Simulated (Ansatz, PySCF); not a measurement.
Gas-phase reaction (SMILES): NC1CC1 -> NC1[CH]C1 + H atom; the C-H bond at the site shown breaks (other sites are not compared here).

Each molecule is optimised on its own at B3LYP-D3(BJ)/def2-TZVP (Ansatz, a program for electronic structure), one conformer each, not searched for the lowest. Cores are frozen in the correlated levels unless marked. Open shells are spin-unrestricted. No spin-orbit coupling. No relativistic terms. CBS marks a two-point X^-3 extrapolation of the correlation energy; Hartree-Fock from the larger set. [CCSD(T)-MP2]/basis is that difference in the basis named. Thermal terms are rigid-rotor harmonic-oscillator values from B3LYP-D3(BJ) frequencies (PySCF) at 298.15 K and 1 atm. 1 Eh = 627.5095 kcal/mol. Atoms have translation alone. Electronic entropy comes from spin alone.

```json
[
 {"species": "NC1CC1", "E, RI-MP2/CBS(cc-pVTZ,cc-pVQZ)+[CCSD(T)-MP2]/cc-pVTZ (Ansatz) (Eh)": "-173.03153", "E, wB97X-V/def2-TZVPD (Ansatz) (Eh)": "-173.26312", "H - E (Eh)": "0.10391", "G - E (Eh)": "0.07222"},
 {"species": "NC1[CH]C1", "E, RI-MP2/CBS(cc-pVTZ,cc-pVQZ)+[CCSD(T)-MP2]/cc-pVTZ (Ansatz) (Eh)": "-172.34319", "E, wB97X-V/def2-TZVPD (Ansatz) (Eh)": "-172.57694", "H - E (Eh)": "0.08945", "G - E (Eh)": "0.05695"},
 {"species": "H atom", "E, RI-MP2/CBS(cc-pVTZ,cc-pVQZ)+[CCSD(T)-MP2]/cc-pVTZ (Ansatz) (Eh)": "-0.49995", "E, wB97X-V/def2-TZVPD (Ansatz) (Eh)": "-0.50049", "H - E (Eh)": "0.00236", "G - E (Eh)": "-0.01065"}
]
```

Problem. Work out ΔE and ΔH, ΔG, ΔS and the equilibrium constant at 298.15 K at the first level, then ΔH at the second.

Solution. 
1. ΔE = [(-172.34319) + (-0.49995)] - [(-173.03153)] = 0.18839 Eh = 118.2 kcal/mol at RI-MP2/CBS(cc-pVTZ,cc-pVQZ)+[CCSD(T)-MP2]/cc-pVTZ.
2. The terms H - E add up to -0.01210 Eh, so ΔH = (0.18839 + (-0.01210))×627.5095 = 110.6 kcal/mol.
3. The terms G - E add up to -0.02592 Eh, so ΔG = 102.0 kcal/mol, and ΔS = (-0.01210 - (-0.02592))×627509.5/298.15 = 29.1 cal/(mol K).
4. log10 K = -ΔG/(RT ln 10) = -74.8, with RT ln 10 = 1.3642 kcal/mol.
5. With ΔH and ΔS taken as constant, ΔG changes sign near ΔH/ΔS = 3800 K, a rough figure that leaves out heat capacities.
6. At wB97X-V/def2-TZVPD the same steps give ΔE = 116.5 and ΔH = 108.9 kcal/mol, a shift of -1.7 from the first level.
7. These values are not checked against measurement here, since the tables used lack a sound gas-phase enthalpy of formation for at least one species.
